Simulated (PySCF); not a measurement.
PySCF input file for C7H13AuO2, SMILES CC1=CC(C)=[O]->[Au]([CH3])([CH3])[O]1, multiplicity 1, TDA-PBE0/def2-SVP. The structure is a stationary point at B3LYP-D3(BJ)/def2-SVP. The multiplicity is an assumed one; no other spin state was optimised. The isomer is the one that the SMILES or the coordinates give; other isomers of the formula were not compared. The def2 effective core potentials stand for the cores of Au; spin–orbit coupling is left out. The values are those of a single conformer.

```python
import numpy as np
from pyscf import gto, scf, dft, tdscf

mol = gto.M(
    atom='''
    Au    0.00000000   -0.00000000    0.81101860
    C     0.00000000   -1.42477040    2.27427542
    H    -0.89781764   -1.32883463    2.90038175
    H     0.89781763   -1.32883462    2.90038175
    H    -0.00000000   -2.38789884    1.74456153
    C     0.00000000    1.42477039    2.27427543
    H     0.89781763    1.32883463    2.90038175
    H    -0.89781764    1.32883462    2.90038176
    H    -0.00000000    2.38789884    1.74456153
    C    -0.00000000    2.50405148   -2.83076758
    C     0.00000000    1.26249290   -1.96804957
    C     0.00000000    0.00000000   -2.59419760
    C    -0.00000000   -1.26249290   -1.96804958
    C    -0.00000000   -2.50405147   -2.83076758
    O    -0.00000000   -1.49365822   -0.71723498
    O    -0.00000000    1.49365822   -0.71723497
    H     0.00000000    2.27964939   -3.90516889
    H    -0.88439269    3.11238334   -2.58295117
    H     0.88439269    3.11238334   -2.58295116
    H    -0.00000000    0.00000000   -3.68353094
    H    -0.00000000   -2.27964939   -3.90516890
    H     0.88439269   -3.11238334   -2.58295117
    H    -0.88439269   -3.11238334   -2.58295117
    ''',
    basis='def2-SVP',
    ecp={'Au': 'def2-svp'},
    charge=0,
    spin=0,
    symmetry=True,
    max_memory=1600,
    verbose=4,
)
mf = dft.RKS(mol, xc='pbe0').density_fit(auxbasis='def2-universal-jkfit')
mf.grids.level = 3
mf.conv_tol = 1e-9
mf.max_cycle = 100
mf.kernel()
mf.grids = dft.Grids(mol).set(level=1).build(with_non0tab=True)  # coarser grid for the response kernel
td = tdscf.TDA(mf)
td.singlet = True
td.nstates = 6
td.conv_tol = 1e-4
td.positive_eig_threshold = 1e-6
td.kernel(x0=td.get_init_guess(mf, 11))
td.analyze()
tt = tdscf.TDA(mf)
tt.singlet = False
tt.nstates = 2
tt.conv_tol = 1e-4
tt.positive_eig_threshold = 1e-6
tt.kernel(x0=tt.get_init_guess(mf, 7))
tt.analyze(verbose=3)
```

Program output:

```
PySCF version 2.14.0

[INPUT] verbose = 4
[INPUT] num. atoms = 23
[INPUT] num. electrons = 90
[INPUT] charge = 0
[INPUT] spin (= nelec alpha-beta = 2S) = 0
[INPUT] symmetry True subgroup None
[INPUT] Mole.unit = angstrom
[INPUT] Symbol           X                Y                Z      unit          X                Y                Z       unit  Magmom
[INPUT]  1 Au     0.000000000000   0.000000000000   0.811018600000 AA    0.000000000000   0.000000000000   1.532603035928 Bohr   0.0
[INPUT]  2 C      0.000000000000  -1.424770400000   2.274275420000 AA    0.000000000000  -2.692425846387   4.297757675630 Bohr   0.0
[INPUT]  3 H     -0.897817640000  -1.328834630000   2.900381750000 AA   -1.696629449403  -2.511133515538   5.480927164187 Bohr   0.0
[INPUT]  4 H      0.897817630000  -1.328834620000   2.900381750000 AA    1.696629430506  -2.511133496640   5.480927164187 Bohr   0.0
[INPUT]  5 H      0.000000000000  -2.387898840000   1.744561530000 AA    0.000000000000  -4.512474820767   3.296743499152 Bohr   0.0
[INPUT]  6 C      0.000000000000   1.424770390000   2.274275430000 AA    0.000000000000   2.692425827490   4.297757694527 Bohr   0.0
[INPUT]  7 H      0.897817630000   1.328834630000   2.900381750000 AA    1.696629430506   2.511133515538   5.480927164187 Bohr   0.0
[INPUT]  8 H     -0.897817640000   1.328834620000   2.900381760000 AA   -1.696629449403   2.511133496640   5.480927183084 Bohr   0.0
[INPUT]  9 H      0.000000000000   2.387898840000   1.744561530000 AA    0.000000000000   4.512474820767   3.296743499152 Bohr   0.0
[INPUT] 10 C      0.000000000000   2.504051480000  -2.830767580000 AA    0.000000000000   4.731971499012  -5.349375448498 Bohr   0.0
[INPUT] 11 C      0.000000000000   1.262492900000  -1.968049570000 AA    0.000000000000   2.385765815208  -3.719074686868 Bohr   0.0
[INPUT] 12 C      0.000000000000   0.000000000000  -2.594197600000 AA    0.000000000000   0.000000000000  -4.902322977004 Bohr   0.0
[INPUT] 13 C      0.000000000000  -1.262492900000  -1.968049580000 AA    0.000000000000  -2.385765815208  -3.719074705765 Bohr   0.0
[INPUT] 14 C      0.000000000000  -2.504051470000  -2.830767580000 AA    0.000000000000  -4.731971480115  -5.349375448498 Bohr   0.0
[INPUT] 15 O      0.000000000000  -1.493658220000  -0.717234980000 AA    0.000000000000  -2.822604959505  -1.355377679158 Bohr   0.0
[INPUT] 16 O      0.000000000000   1.493658220000  -0.717234970000 AA    0.000000000000   2.822604959505  -1.355377660261 Bohr   0.0
[INPUT] 17 H      0.000000000000   2.279649390000  -3.905168890000 AA    0.000000000000   4.307913007132  -7.379699672272 Bohr   0.0
[INPUT] 18 H     -0.884392690000   3.112383340000  -2.582951170000 AA   -1.671259970667   5.881552107259  -4.881070304425 Bohr   0.0
[INPUT] 19 H      0.884392690000   3.112383340000  -2.582951160000 AA    1.671259970667   5.881552107259  -4.881070285528 Bohr   0.0
[INPUT] 20 H      0.000000000000   0.000000000000  -3.683530940000 AA    0.000000000000   0.000000000000  -6.960864647962 Bohr   0.0
[INPUT] 21 H      0.000000000000  -2.279649390000  -3.905168900000 AA    0.000000000000  -4.307913007132  -7.379699691169 Bohr   0.0
[INPUT] 22 H      0.884392690000  -3.112383340000  -2.582951170000 AA    1.671259970667  -5.881552107259  -4.881070304425 Bohr   0.0
[INPUT] 23 H     -0.884392690000  -3.112383340000  -2.582951170000 AA   -1.671259970667  -5.881552107259  -4.881070304425 Bohr   0.0

nuclear repulsion = 677.449062322213
point group symmetry = C2v
symmetry origin: [-2.51963481e-10  0.00000000e+00  1.38579907e-09]
symmetry axis x: [ 1.00000000e+00 -8.32539974e-11  1.42011610e-10]
symmetry axis y: [ 8.32539975e-11  1.00000000e+00 -2.14905094e-10]
symmetry axis z: [-1.42011610e-10  2.14905196e-10  1.00000000e+00]
num. orbitals of irrep A1 = 83
num. orbitals of irrep A2 = 32
num. orbitals of irrep B1 = 39
num. orbitals of irrep B2 = 69
number of shells = 105
number of NR pGTOs = 364
number of NR cGTOs = 223
basis = def2-SVP
ecp = {'Au': 'def2-svp'}


[settings echo left out]
init E= -548.894098074937
HOMO (B2) = -0.569713736335658  LUMO (B1) = -0.521595099752654  gap/eV = 1.30937
cycle= 1 E= -557.036858285863  delta_E= -8.14  |g|=  2.8  |ddm|= 11.2
HOMO (A2) = 0.00337163409285202  LUMO (B2) = 0.0045019194835807  gap/eV = 0.03076
cycle= 2 E= -496.316726218713  delta_E= 60.7  |g|=   12  |ddm|= 97.3
HOMO (A1) = -0.103355938122558  LUMO (A2) = -0.0371725840208654  gap/eV = 1.80094
cycle= 3 E= -559.072319168367  delta_E= -62.8  |g|= 2.02  |ddm|= 96.7
HOMO (A1) = -0.204559909951506  LUMO (A2) = -0.0803514794976761  gap/eV = 3.37988
cycle= 4 E= -559.839347760056  delta_E= -0.767  |g|= 0.586  |ddm|= 2.01
HOMO (B1) = -0.22128008188268  LUMO (A2) = -0.0316773032915206  gap/eV = 5.15935
cycle= 5 E= -559.891967481337  delta_E= -0.0526  |g|= 0.484  |ddm|= 0.95
HOMO (B1) = -0.241050969325807  LUMO (A2) = -0.0408975844979484  gap/eV = 5.44645
cycle= 6 E= -559.942365070473  delta_E= -0.0504  |g|= 0.11  |ddm|= 0.562
HOMO (B1) = -0.238106629792534  LUMO (A2) = -0.0377161967601707  gap/eV = 5.45290
cycle= 7 E= -559.945063962405  delta_E= -0.0027  |g|= 0.0334  |ddm|= 0.133
HOMO (B1) = -0.242131093579765  LUMO (A2) = -0.0405843825071752  gap/eV = 5.48437
cycle= 8 E= -559.945303803921  delta_E= -0.00024  |g|= 0.0078  |ddm|= 0.036
HOMO (B1) = -0.241436969695125  LUMO (A2) = -0.0402616478006868  gap/eV = 5.47426
cycle= 9 E= -559.945314345873  delta_E= -1.05e-05  |g|= 0.00408  |ddm|= 0.0119
HOMO (B1) = -0.241686102260556  LUMO (A2) = -0.0404436847047844  gap/eV = 5.47609
cycle= 10 E= -559.945317637498  delta_E= -3.29e-06  |g|= 0.00107  |ddm|= 0.00463
HOMO (B1) = -0.241784418867232  LUMO (A2) = -0.0404857269639492  gap/eV = 5.47762
cycle= 11 E= -559.945317862084  delta_E= -2.25e-07  |g|= 0.000332  |ddm|= 0.00153
HOMO (B1) = -0.241755383997855  LUMO (A2) = -0.0404815267196213  gap/eV = 5.47694
cycle= 12 E= -559.945317888316  delta_E= -2.62e-08  |g|= 7.75e-05  |ddm|= 0.000382
HOMO (B1) = -0.241757091232087  LUMO (A2) = -0.0404770265518462  gap/eV = 5.47711
cycle= 13 E= -559.945317889696  delta_E= -1.38e-09  |g|= 2.8e-05  |ddm|= 0.000142
HOMO (B1) = -0.241758926380453  LUMO (A2) = -0.0404799076560359  gap/eV = 5.47708
cycle= 14 E= -559.945317889861  delta_E= -1.65e-10  |g|= 1.16e-05  |ddm|= 4.22e-05
HOMO (B1) = -0.241759351054898  LUMO (A2) = -0.040480172746641  gap/eV = 5.47709
Extra cycle  E= -559.945317889818  delta_E= 4.32e-11  |g|= 1.8e-05  |ddm|= 2.83e-05
converged SCF energy = -559.945317889818
tot grids = 87696
Overwritten attributes  positive_eig_threshold  of <class 'pyscf.tdscf.rks.TDA'>


******** <class 'pyscf.tdscf.rks.TDA'> for <class 'pyscf.df.df_jk.DFSymAdaptedRKS'> ********
nstates = 6 singlet
deg_eia_thresh = 1.000e-03
wfnsym = None
conv_tol = 0.0001
eigh lindep = 1e-12
eigh level_shift = 0
eigh max_cycle = 100


Excitation energies (eV)
[4.65446736 4.68455001 5.04031783 5.29521949 5.87005586 5.93386957]

** Singlet excitation energies and oscillator strengths **
Excited State   1:   B1      4.65447 eV    266.38 nm  f=0.0014
      44 -> 46       -0.70146
Excited State   2:   A2      4.68455 eV    264.67 nm  f=0.0000
      45 -> 47        0.70001
Excited State   3:   B2      5.04032 eV    245.98 nm  f=0.1375
      42 -> 47        0.13432
      43 -> 47       -0.23177
      45 -> 46        0.63233
Excited State   4:   A2      5.29522 eV    234.14 nm  f=0.0000
      42 -> 46       -0.31461
      43 -> 46        0.61943
Excited State   5:   B2      5.87006 eV    211.21 nm  f=0.0339
      39 -> 47        0.29478
      42 -> 47        0.50923
      43 -> 47       -0.30510
      45 -> 46       -0.18732
Excited State   6:   A1      5.93387 eV    208.94 nm  f=0.3162
      44 -> 47       -0.67009
      45 -> 48       -0.16911

** Transition electric dipole moments (AU) **
state          X           Y           Z        Dip. S.      Osc.
  1         0.1102     -0.0000      0.0000      0.0121      0.0014
  2        -0.0000     -0.0000      0.0000      0.0000      0.0000
  3        -0.0000      1.0551      0.0000      1.1133      0.1375
  4        -0.0000     -0.0000      0.0000      0.0000      0.0000
  5         0.0000     -0.4854     -0.0000      0.2356      0.0339
  6        -0.0000      0.0000     -1.4749      2.1752      0.3162

WARN: ECP detected. Skipping calculation of transition velocity and magnetic dipole moments, which have not yet been implemented.



******** <class 'pyscf.tdscf.rks.TDA'> for <class 'pyscf.df.df_jk.DFSymAdaptedRKS'> ********
nstates = 2 triplet
deg_eia_thresh = 1.000e-03
wfnsym = None
conv_tol = 0.0001
eigh lindep = 1e-12
eigh level_shift = 0
eigh max_cycle = 100


Excitation energies (eV)
[3.22228796 4.32537688]

** Triplet excitation energies and oscillator strengths **
Excited State   1:   B2      3.22229 eV    384.77 nm  f=0.0000
Excited State   2:   B1      4.32538 eV    286.64 nm  f=0.0000
```

Self-consistency was reached.
